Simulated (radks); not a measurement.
The numbers below are computed, except where a source is named.
The platinum ion Pt51+, 27 electrons, occupied as [Ar] 3d9 (the NIST ground configuration).

Code: a radial shooting solver on a logarithmic mesh with Libxc functionals. Model: Dirac Kohn-Sham, BLYP, spin-unpolarised, spherical densities, finite nucleus; open shells fill j = l - 1/2 first; Fermi nuclear charge, rms radius 5.427 fm.

Energy parts (eV):
part                       energy
total                  -446389.88
kinetic                 516619.87
electron-nucleus      -1032286.70
Hartree                  76077.41
exchange-correlation     -6800.46

Orbitals (lengths in bohr, moments of r in powers of bohr; <r^-3> diverges for s and p1/2; r(max) is where P^2 peaks):
orbital  occ.  eigenvalue (eV)      <r^2>       <r^4>   r(max)  <r^-3>
1s1/2       2        -81198.82  0.0004061   4.519e-07  0.01062       -
2s1/2       2        -16593.52   0.006108  0.00006526  0.06135       -
2p1/2       2        -16043.71   0.004325  0.00003877  0.04523       -
2p3/2       4        -14303.14   0.005499  0.00005910  0.05247   19760
3s1/2       2        -5895.266    0.03791    0.002143   0.1705       -
3p1/2       2        -5656.801    0.03436    0.001842   0.1589       -
3p3/2       4        -5250.450    0.03997    0.002454   0.1729    4880
3d3/2       4        -4868.021    0.03020    0.001560   0.1340   856.8
3d5/2       5        -4778.313    0.03170    0.001700   0.1379   715.6

The highest occupied level is 3d5/2 at -4778.3 eV. Summed over all electrons, <r^2> = 0.6274 bohr^2, which gives a Langevin (diamagnetic) susceptibility term of -0.497 x 10^-6 cm^3/mol. The density falls to 0.001 e/bohr^3 at r = 0.61 bohr.
